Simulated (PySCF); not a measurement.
ClH₆PSi₂.
Structure used (PBE0-D3(BJ)/def2-SVP), in Å, numbered top down from 1:
```xyz
10
ClH6PSi2 angstrom
Si    -0.7757    1.7371    0.6290
Si     0.8958    3.2834    0.0881
P      2.9834    2.4164    0.2084
Cl     0.7994    4.8193    1.4910
H     -0.5047    1.2422    2.0131
H     -0.7081    0.5854   -0.3241
H     -2.1392    2.3455    0.5745
H      0.7122    3.8741   -1.2710
H      2.7097    1.7600    1.4490
H      2.6214    1.2741   -0.5760
```

The calculation used PBE0-D3(BJ)/def2-SVP geometry optimisation, gas phase in PySCF 2.14.0.

Masses are those of the commonest isotopes; rigid-rotor values at the optimised geometry. The values belong to one conformer with, in the numbering `[SiH3:1][Si@H:2]([PH2:3])[Cl:4]`, Si1–Si2–P3–H -44° and 49°.

**Question.** Give the principal moments of inertia and the rotational constants in MHz.

**Answer.** Ia = 228.52, Ib = 261.15, Ic = 445.91 u·Å²; 505379 MHz·u·Å²/I gives A = 2211, B = 1935, C = 1133 MHz.

**Question.** Classify the top.

**Answer.** An asymmetric top; Ray's κ = 0.487.

**Question.** What does the inertial defect say?

**Answer.** Not planar: Δ = Ic − Ia − Ib = -43.77 u·Å². For a rigid frame Δ = −2 Σ m c², so Σ m c² = 21.88 u·Å² lies off the ab plane: 9.61 from hydrogen and 12.28 from heavier atoms. The atom farthest from that plane is 2.07 Å away.

**Question.** Which types of transition are allowed, and where do some lines up to J = 5 fall?

**Answer.** The dipole components are |μa| = 0.78 D, |μb| = 1.62 D, |μc| = 0.20 D. Intensities carry the squares of the components, which stand as 0.23 : 1.00 : 0.02 (a : b : c). Some lines, for components of 0.1 D or more:

```csv
type,branch,"J(Ka,Kc)",MHz,lower level (cm⁻¹)
b,R,"1(1,1) ← 0(0,0)",3345,0.000
b,Q,"5(3,2) ← 5(2,3)",3823,1.777
a,Q,"3(1,2) ← 3(1,3)",4451,0.547
a,Q,"4(1,3) ← 4(1,4)",6437,0.880
b,Q,"4(1,3) ← 4(0,4)",6438,0.880
b,Q,"5(3,3) ← 5(2,4)",6493,1.567
a,R,"3(1,3) ← 2(1,2)",7706,0.290
b,Q,"5(1,4) ← 5(0,5)",8329,1.289
c,R,"2(2,0) ← 1(1,0)",8353,0.138
b,R,"3(1,2) ← 2(2,1)",8923,0.397
a,R,"4(1,4) ← 3(1,3)",9994,0.547
a,R,"4(1,3) ← 3(1,2)",11980,0.695
b,R,"3(3,1) ← 2(2,0)",12303,0.417
a,R,"5(2,4) ← 4(2,3)",14107,1.097
b,R,"3(2,1) ← 2(1,2)",14474,0.290
b,R,"5(3,2) ← 4(4,1)",15041,1.402
c,R,"4(4,1) ← 3(3,1)",17238,0.827
b,R,"5(4,2) ← 4(3,1)",19285,1.312
c,R,"5(3,3) ← 4(2,3)",20600,1.097
c,R,"5(4,2) ← 4(3,2)",20866,1.259
b,R,"5(5,1) ← 4(4,0)",21425,1.409
b,R,"5(3,2) ← 4(2,3)",24208,1.097
```

**Question.** Estimate the classical rotational partition function at 25 K, 50 K and 200 K.

**Answer.** Point group C1, symmetry number σ = 1; q = (√π/σ)·√((kT/h)³/(ABC)), k/h = 20836.6 MHz/K: 9570 at 25 K, 27100 at 50 K, 217000 at 200 K.

Stationary, but not proved a minimum. Constants of a rigid frame at the computed geometry: no zero-point averaging, no centrifugal distortion. A rigid rotor knows nothing of internal rotation, which can split or shift real lines. Quadrupole hyperfine structure (35Cl) is left out.

The run took 68 s wall on an AMD EPYC 7R43 with one thread, on a shared host, and the process peaked at 0.43 GiB of memory. That covers the optimisation of the geometry.
